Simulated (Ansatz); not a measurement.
Reaction (redistribution): `CO[Si](O)(Cl)Cl` + `N[Si]Cl` → `N[Si](O)(Cl)Cl` + `CO[Si]Cl`

Computed with Ansatz on PBE0-D4/def2-TZVP structures; ΔE is electronic, products minus reactants. CBS: MP2 limit from def2 TZ/QZ plus the TZ coupled-cluster correction, frozen cores. This one scheme is used for every species. Functionals use def2-TZVPP. B3LYP here is the variant with VWN-RPA as its local correlation; programs differ in this. One conformer a species, not always the lowest.

```
             level  ΔE (kJ/mol)  difference from CCSD(T)/CBS
            PBE-D4          5.0                         -4.3
          B3LYP-D4          6.6                         -2.7
           ωB97X-V          8.8                         -0.5
            r2SCAN          9.1                         -0.2
              PBE0          7.5                         -1.8
     HF/def2-TZVPP         13.3                          4.0
    MP2/def2-TZVPP          8.5                         -0.8
     HF/def2-QZVPP         13.3                          4.0
    MP2/def2-QZVPP          8.4                         -0.9
SCS-MP2/def2-QZVPP          9.2                         -0.1
       CCSD(T)/CBS          9.3                            0
```

Largest T1 diagnostic among the species: 0.014.

In def2-TZVPP, CCSD(T) changes the Hartree–Fock value by −3.8 kJ/mol (the triples alone add −0.8 kJ/mol) and MP2 by −4.8 kJ/mol.
